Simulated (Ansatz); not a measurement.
One change: `FC#C[CH2][GeH3]` becomes `CCC#CF`.

Ansatz, PBE0-D4/def2-TZVP geometries, multiplicity 1. 

Scalar relativity is left out up to krypton.

```csv
property,`FC#C[CH2][GeH3]`
HOMO–LUMO gap (B3LYP/def2-TZVPP) / eV,7.43
HOMO energy (ωB97M-V/def2-TZVPP) / eV,-9.50
HOMO–LUMO gap (PBE0/def2-TZVPP) / eV,7.93
HOMO energy (PBE/def2-TZVPP) / eV,-6.09
HOMO–LUMO gap (PBE/def2-TZVPP) / eV,5.93
LUMO energy (PBE/def2-TZVPP) / eV,-0.16
```

What does the change do to each property? (Best estimate.)

Ansatz gave: 
```
                             property  `CCC#CF`  shift
HOMO–LUMO gap (B3LYP/def2-TZVPP) / eV      8.08   0.65
HOMO energy (ωB97M-V/def2-TZVPP) / eV     -9.85  -0.35
 HOMO–LUMO gap (PBE0/def2-TZVPP) / eV      8.65   0.72
    HOMO energy (PBE/def2-TZVPP) / eV     -6.26  -0.17
  HOMO–LUMO gap (PBE/def2-TZVPP) / eV      6.52   0.59
    LUMO energy (PBE/def2-TZVPP) / eV      0.26   0.42
```

With PBE0 the HOMO falls by 0.25 eV and the LUMO rises by 0.47 eV, so the gap widens by about 0.72 eV. PBE moves the HOMO by -0.17 eV and ωB97M-V by -0.35 eV.

B3LYP here is the variant with VWN-RPA as its local correlation; programs differ in this.
